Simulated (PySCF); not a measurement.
## Calculated data, CH₅BClSi, Al₂FH₂N, Al₂BH₃N, BClH₃Si and others

All values are calculated (PySCF 2.14.0). Calculation on a computer-drawn molecule: the log of a Hartree-Fock and frozen-core CCSD(T) single point meant for a local Hartree-Fock minimum, with one planted fault or none, to be diagnosed. Offsets are logged minus clean, where the clean run is the same molecule without the fault. The reference is restricted for singlets and unrestricted otherwise, and also for a bond in bohr or an excited solution. Adding or removing an electron swaps singlet and doublet. The excited solution moves the top pair (singlet) or top alpha electron (doublet) to the lowest empty orbital. Highest occupied and lowest empty are orbital energies over both spins, largest force is the largest gradient component, triples share is (T) over the correlation energy, the T1 limit is 0.02 restricted and 0.045 unrestricted, electrons count all cores, a negative frequency is imaginary (commonest isotopes), and the dipole is about the centre of nuclear charge.

Common to all runs: logged SCF converged yes; logged CC converged yes; logged SCF stable within its kind yes; possible faults no fault, one electron removed, one electron added, multiplicity raised by two, geometry at a saddle point, SCF held on an excited solution, minimal basis STO-3G, one bond length entered in bohr, all coordinates scaled.

```yaml
- entry: 1
  formula: CH5BClSi
  logged_structure:
    atoms_angstrom:
      - [B, -0.7568, 2.7667, -1.1607]
      - [Si, -1.1213, 0.9683, -2.036]
      - [C, -0.1499, -0.5798, -1.9103]
      - [Cl, -2.7463, 0.8932, -3.1739]
      - [H, -0.0912, 3.5551, -1.7525]
      - [H, -1.229, 2.976, -0.0892]
      - [H, 0.1707, -0.8867, -2.9115]
      - [H, -0.7885, -1.375, -1.5115]
      - [H, 0.7235, -0.455, -1.2685]
  given:
    meant_charge: 1
    meant_multiplicity: 1
    meant_basis: "cc-pV(D+d)Z"
    logged_electrons: 46
    logged_basis_functions: 33
    logged_spin_squared: 0.0
    "logged_highest_occupied [eV]": -16.137
    "logged_lowest_empty [eV]": -2.6773
    "logged_largest_force [hartree/bohr]": 0.024894
    logged_T1_diagnostic: 0.012263
    logged_D1_diagnostic: 0.052395
    logged_triples_share: 0.016879
    "logged_dipole_magnitude [debye]": 4.6761
    "logged_energy_HF [hartree]": -804.70025
    "logged_energy_CCSD(T) [hartree]": -804.86862
    drawn_bonds_atom: [1, 2, 2, 1, 1, 3, 3, 3]
    drawn_bonds_other_atom: [2, 3, 4, 5, 6, 7, 8, 9]
    drawn_bonds_order: [1, 1, 1, 1, 1, 1, 1, 1]
  results:
    planted_fault: "minimal basis STO-3G"
    "HF_energy_offset_from_clean_run [kcal/mol]": 5623
    "CCSD(T)_energy_offset_from_clean_run [kcal/mol]": 5834
- entry: 2
  formula: Al2FH2N
  logged_structure:
    atoms_angstrom:
      - [F, 0.558, 2.205, -1.65]
      - [Al, -0.8511, 2.5047, -0.8326]
      - ["N", -2.1702, 1.3253, -0.9309]
      - [Al, -3.8363, 1.2612, -0.2117]
      - [H, -0.9612, 3.8262, -0.0008]
      - [H, -1.9391, 0.5244, -1.5097]
  given:
    meant_charge: 0
    meant_multiplicity: 1
    meant_basis: "cc-pV(D+d)Z"
    logged_electrons: 44
    logged_basis_functions: 84
    logged_spin_squared: 2.0033
    "logged_highest_occupied [eV]": -6.3345
    "logged_lowest_empty [eV]": -0.11947
    "logged_largest_force [hartree/bohr]": 0.0082016
    logged_T1_diagnostic: 0.017684
    logged_D1_diagnostic: 0.0534
    logged_triples_share: 0.023338
    "logged_dipole_magnitude [debye]": 2.0332
    "logged_energy_HF [hartree]": -638.96665
    "logged_energy_CCSD(T) [hartree]": -639.44334
    drawn_bonds_atom: [1, 2, 3, 2, 3]
    drawn_bonds_other_atom: [2, 3, 4, 5, 6]
    drawn_bonds_order: [1, 1, 1, 1, 1]
  results:
    planted_fault: "multiplicity raised by two"
    "HF_energy_offset_from_clean_run [kcal/mol]": 41.2
    "CCSD(T)_energy_offset_from_clean_run [kcal/mol]": 59.16
- entry: 3
  formula: Al2BH3N
  logged_structure:
    atoms_angstrom:
      - ["N", -0.9252, -2.6803, -0.4777]
      - [B, -0.2172, -2.3172, 0.569]
      - [Al, 1.0386, -1.6459, 2.33]
      - [Al, 2.3962, 0.767, 2.2495]
      - [H, -1.499, -2.9843, -1.3039]
      - [H, 0.9034, -2.5156, 3.7722]
      - [H, 4.0093, 1.068, 1.8115]
  given:
    meant_charge: 0
    meant_multiplicity: 2
    meant_basis: "cc-pV(D+d)Z"
    logged_electrons: 41
    logged_basis_functions: 89
    logged_spin_squared: 0.793
    "logged_highest_occupied [eV]": -7.542
    "logged_lowest_empty [eV]": 0.15476
    "logged_largest_force [hartree/bohr]": 0.073279
    logged_T1_diagnostic: 0.025553
    logged_D1_diagnostic: 0.074641
    logged_triples_share: 0.039914
    "logged_dipole_magnitude [debye]": 1.2453
    "logged_energy_HF [hartree]": -564.66628
    "logged_energy_CCSD(T) [hartree]": -565.0783
    drawn_bonds_atom: [1, 2, 3, 1, 3, 4]
    drawn_bonds_other_atom: [2, 3, 4, 5, 6, 7]
    drawn_bonds_order: [2, 1, 1, 1, 1, 1]
  results:
    planted_fault: "all coordinates scaled, by +6.6 %"
    "HF_energy_offset_from_clean_run [kcal/mol]": 15.64
    "CCSD(T)_energy_offset_from_clean_run [kcal/mol]": 9.427
- entry: 4
  formula: BClH3Si
  logged_structure:
    atoms_angstrom:
      - [B, -1.4449, 0.3266, 1.6496]
      - [Si, 1.7927, -1.2946, 0.7451]
      - [Cl, 1.3588, -2.9048, -0.7703]
      - [H, -2.5163, -0.2352, 1.6948]
      - [H, -1.4044, 1.4158, 2.1891]
      - [H, 2.5196, -0.3323, -0.1609]
  given:
    meant_charge: -1
    meant_multiplicity: 1
    meant_basis: "aug-cc-pV(D+d)Z"
    logged_electrons: 40
    logged_basis_functions: 114
    logged_spin_squared: 0.9079
    "logged_highest_occupied [eV]": -1.8472
    "logged_lowest_empty [eV]": 3.5322
    "logged_largest_force [hartree/bohr]": 0.017335
    logged_T1_diagnostic: 0.049573
    logged_D1_diagnostic: 0.26398
    logged_triples_share: 0.035141
    "logged_dipole_magnitude [debye]": 1.9542
    "logged_energy_HF [hartree]": -774.80419
    "logged_energy_CCSD(T) [hartree]": -775.1955
    drawn_bonds_atom: [1, 2, 1, 1, 2]
    drawn_bonds_other_atom: [2, 3, 4, 5, 6]
    drawn_bonds_order: [1, 1, 1, 1, 1]
  results:
    planted_fault: "one bond length entered in bohr, row 1 of the drawn bonds"
    "HF_energy_offset_from_clean_run [kcal/mol]": 56.02
    "CCSD(T)_energy_offset_from_clean_run [kcal/mol]": 73.4
  notes: ["T1 above single-reference limit"]
- entry: 5
  formula: B3H4
  logged_structure:
    atoms_angstrom:
      - [B, -0.0593, -0.7364, -0.3234]
      - [B, 1.4035, -0.7692, -0.3532]
      - [B, 1.2289, -0.8321, 1.3128]
      - [H, -1.1613, -0.7202, -0.0918]
      - [H, 2.3806, -0.7691, -0.9204]
      - [H, 2.1793, -0.8803, 1.9481]
      - [H, 0.2429, -0.8327, 1.9007]
  given:
    meant_charge: 0
    meant_multiplicity: 2
    meant_basis: cc-pVDZ
    logged_electrons: 19
    logged_basis_functions: 62
    logged_spin_squared: 0.7548
    "logged_highest_occupied [eV]": -9.5228
    "logged_lowest_empty [eV]": -0.045597
    "logged_largest_force [hartree/bohr]": 0.033364
    logged_T1_diagnostic: 0.016394
    logged_D1_diagnostic: 0.053057
    logged_triples_share: 0.030962
    "logged_dipole_magnitude [debye]": 1.1009
    "logged_energy_HF [hartree]": -76.24709
    "logged_energy_CCSD(T) [hartree]": -76.53341
    drawn_bonds_atom: [1, 2, 1, 2, 3, 3]
    drawn_bonds_other_atom: [2, 3, 4, 5, 6, 7]
    drawn_bonds_order: [1, 1, 1, 1, 1, 1]
  results:
    planted_fault: "all coordinates scaled, by -4.6 %"
    "HF_energy_offset_from_clean_run [kcal/mol]": 7.375
    "CCSD(T)_energy_offset_from_clean_run [kcal/mol]": 9.523
- entry: 6
  formula: CH4Al2N
  logged_structure:
    atoms_angstrom:
      - [C, -1.4135, -0.8372, -1.4275]
      - [Al, 0.125, 0.0147, -0.6408]
      - ["N", 1.4585, 0.7521, 0.0399]
      - [Al, 2.7846, 1.4848, 0.7161]
      - [H, -1.0975, -1.5629, -2.1804]
      - [H, -2.0539, -0.0918, -1.9045]
      - [H, -1.9905, -1.3564, -0.6589]
      - [H, 4.0164, 2.166, 1.3457]
  given:
    meant_charge: 1
    meant_multiplicity: 1
    meant_basis: "cc-pV(D+d)Z"
    logged_electrons: 42
    logged_basis_functions: 94
    logged_spin_squared: 0.0
    "logged_highest_occupied [eV]": -14.971
    "logged_lowest_empty [eV]": -2.7857
    "logged_largest_force [hartree/bohr]": 3.2189e-05
    "logged_lowest_frequency [cm^-1]": 82.806
    logged_T1_diagnostic: 0.016933
    logged_D1_diagnostic: 0.040206
    logged_triples_share: 0.033131
    "logged_dipole_magnitude [debye]": 1.7851
    "logged_energy_HF [hartree]": -578.28558
    "logged_energy_CCSD(T) [hartree]": -578.7402
    drawn_bonds_atom: [1, 2, 3, 1, 1, 1, 4]
    drawn_bonds_other_atom: [2, 3, 4, 5, 6, 7, 8]
    drawn_bonds_order: [1, 1, 2, 1, 1, 1, 1]
  results:
    planted_fault: "no fault"
    "HF_energy_offset_from_clean_run [kcal/mol]": 0.0
    "CCSD(T)_energy_offset_from_clean_run [kcal/mol]": 0.0
```
